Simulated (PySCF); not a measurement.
C6H7N.
Numbering: `[CH3:1][c:2]1[cH:3][cH:4][cH:5][cH:6][n:7]1`

Geometry (GFN2-xTB, Å), atoms numbered from 1 in this order:
```xyz
14
C6H7N angstrom
C      2.1928   -0.2702    0.1437
C      0.7032   -0.1645    0.0417
C      0.0673    1.0760    0.0248
C     -1.3117    1.1196   -0.0665
C     -2.0149   -0.0738   -0.1406
C     -1.2922   -1.2548   -0.1190
N      0.0258   -1.3018   -0.0298
H      2.6663    0.2385   -0.6945
H      2.5429    0.1972    1.0627
H      2.4822   -1.3166    0.1398
H      0.6499    1.9835    0.0837
H     -1.8329    2.0666   -0.0803
H     -3.0913   -0.0846   -0.2131
H     -1.7881   -2.2156   -0.1748
```

Probes without a nucleus sit at each ring's centroid and 1 Å off its mean plane on both sides; NICS is minus the shielding there, NICSzz its component along the normal. Level: GIAO PBE0/pcSseg-1 (PySCF, non-relativistic, gas phase) on the GFN2-xTB geometry, one conformer.

Ring bond lengths (Å), with Mayer bond orders in brackets: C2–C3 1.394 (1.32), C3–C4 1.383 (1.45), C4–C5 1.387 (1.41), C5–C6 1.385 (1.41), C6–N7 1.322 (1.48), N7–C2 1.326 (1.50).

Give the NICS values of each ring in ppm.

```
             ring                                               type  NICS(0)  NICS(1), two faces  NICS(1)zz, two faces  rms pucker (Å)  centre to ring atoms, mean (Å)
C2–C3–C4–C5–C6–N7  6-membered ring with N; formal bonds all aromatic     -7.2       -11.1 / -11.1         -28.0 / -28.0            0.00                            1.37
```

What can be read from them?

- C2–C3–C4–C5–C6–N7: mean NICS(1)zz -28.0 ppm, shielded, aromatic by this magnetic criterion (flat ring, no four-coordinate atom).

How equal are the bonds by HOMA? HOMA = 1 − mean of α(R − Ropt)² over the ring bonds, with Krygowski's 1993 parameters (CC: Ropt 1.388 Å, α 257.7 Å⁻²; CN: Ropt 1.334 Å, α 93.52 Å⁻²).

- C2–C3–C4–C5–C6–N7: HOMA 0.99; the largest term is that of C6–N7, α(R − Ropt)² = 0.01. The geometric and the magnetic index point the same way.

What is the mean of the two in-plane components of NICS at the second NICS(1) probe listed for ring C2–C3–C4–C5–C6–N7, 1 Å off the ring?

The isotropic value is a third of the trace: (3 × -11.1 − (-28.0))/2 = -2.6 ppm.

Give the inner angles of the rings and the Hirshfeld charges of the ring atoms.

- C2–C3–C4–C5–C6–N7: C2 122.0° (+0.073 e), C3 118.9° (-0.059 e), C4 118.8° (-0.034 e), C5 117.9° (-0.060 e), C6 123.5° (+0.013 e), N7 118.9° (-0.162 e); sum 720.0° against 720° for a flat convex ring.
